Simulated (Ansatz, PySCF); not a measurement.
Gas-phase reaction R1 + R2 → P1 + P2, each structure at its B3LYP-D3(BJ)/def2-TZVP stationary point, reached from a drawn start (curvature not checked).
R1, SiCl4 (SMILES Cl[Si](Cl)(Cl)Cl) (charge 0, multiplicity 1):
```xyz
5

Cl    -1.19131    -1.21503    -1.11157
Si     0.00000    -0.00002    -0.00001
Cl    -0.79385     1.87049     0.04503
Cl     0.12994    -0.72661     1.89371
Cl     1.85521     0.07107    -0.82716
```
P1: Cl3FSi (SMILES F[Si](Cl)(Cl)Cl), charge 0, multiplicity 1.
P2, HCl (SMILES Cl) (charge 0, multiplicity 1, Z-matrix in Å and degrees):
```
Cl
H 1 1.2820
```
R2: HF (SMILES F), charge 0, multiplicity 1.

P less R. No zero-point or thermal terms.

Programs: Ansatz (Gaussian orbitals); PySCF for the D3/D4 terms. No computed number here is a measurement.

One of these levels gives -0.477 eV for the reaction energy. Which one is it?
A) PBE/def2-TZVPP
B) B97M-V/def2-TZVPP
C) revPBE-D3(BJ)/def2-TZVPP

A, PBE/def2-TZVPP. The others give -0.374 (revPBE-D3(BJ)/def2-TZVPP), -0.592 (B97M-V/def2-TZVPP)

Ansatz is a program for electronic structure.
